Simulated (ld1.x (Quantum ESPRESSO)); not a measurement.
# What one change does to a pseudopotential (iron (Fe), TM)

- Element: Fe (Z = 26)
- Generator: ld1.x (Quantum ESPRESSO) 7.5
- Type: norm-conserving Troullier–Martins (Kleinman–Bylander form)
- Functional: PBE
- Relativity: scalar-relativistic
- Frozen core: [Ar]
- Valence charge: 8
- Reference configuration: 3d6 4s0.5 4p0 (charge +1.5)
- Partial waves: 4s (bound): rc 1.65 bohr; 4p (bound, empty): rc 2.40 bohr; 4f channel at 0.05 Ry: rc 2.60 bohr; 3d (bound): rc 1.20 bohr
- Local potential: the d channel
- Core correction: Bessel-smoothed model core inside 1.05 bohr

All-electron outer shells of the reference configuration (PBE, scalar-relativistic, ld1.x):

```json
{"shell": "3p", "level (eV)": "-73.39", "outermost node (bohr)": "0.30", "outermost maximum (bohr)": "0.72"}
{"shell": "3d", "level (eV)": "-20.69", "outermost node (bohr)": "–", "outermost maximum (bohr)": "0.71"}
{"shell": "4s", "level (eV)": "-16.17", "outermost node (bohr)": "1.00", "outermost maximum (bohr)": "2.24"}
{"shell": "4p", "level (eV)": "-10.74", "outermost node (bohr)": "1.09", "outermost maximum (bohr)": "2.70"}
```

Change: local potential the p channel.

Cutoffs: the cutoffs (Ry, on a coarse ladder) from which the occupation-weighted sum of valence levels, in a spherical-Bessel basis at the reference potential, stays within 10 and 1 mRy of its value at 400 Ry; they do not see the model core or the augmentation charge, which bear on the density cutoff. Errors are all-electron minus pseudo energies relative to the spin-unpolarised reference configuration.

Q: What does the change do?

A: The potential gets neither clearly harder nor softer (140 Ry and 200 Ry → 140 Ry and 230 Ry); the bound ghosts move from p, s to s; the number of tests with a reliable result goes from 7 to 4; of the 4 tests that both files solve, the error grows in 4 and shrinks in 0 by more than 15 % and 0.3 meV (median size 3.6 → 58.4 meV); the range in which the d phases agree narrows (upper end 4.3 → -0.6). In the separable form a ghost depends on how the local part lies against the semilocal potential of the channel, so the choice of the local part can create or remove one.

```csv
quantity,base,changed
"cutoff, loose",140 Ry,140 Ry
"cutoff, tight",200 Ry,230 Ry
loose cutoff by channel (10 mRy a level),"s 25 Ry, d 140 Ry","s 30 Ry, d 140 Ry"
bound ghosts,"s, p",s
tests with a reliable result,7 of 7,4 of 7
"error for 3d6 4s2 4p0, meV [ΔE -15.85 eV]",-3.8,-81
"error for 3d6 4s0 4p0, meV [ΔE 9.09 eV]",-3.5,-4.4
"error for 3d6 4s1.5 4p0, meV [ΔE -12.36 eV]",-2.3,-36
"error for 3d7 4s1 4p0, meV [ΔE -16.64 eV]",-49,-361
s: phases at 2.85 bohr within 0.05 rad from the reference energy up to (Ry; the scan ends near 5),0.5,0.7
p: phases at 2.85 bohr within 0.05 rad from the reference energy up to (Ry; the scan ends near 5),1.8,2.0
d: phases at 2.85 bohr within 0.05 rad from the reference energy up to (Ry; the scan ends near 5),4.3,-0.6
f: phases at 2.85 bohr within 0.05 rad from the reference energy up to (Ry; the scan ends near 5),4.3,4.3
```

 A true bound ghost makes a file unfit for plane-wave use even where its test errors are small: the radial tests pick states by their node count and pass the ghost by.
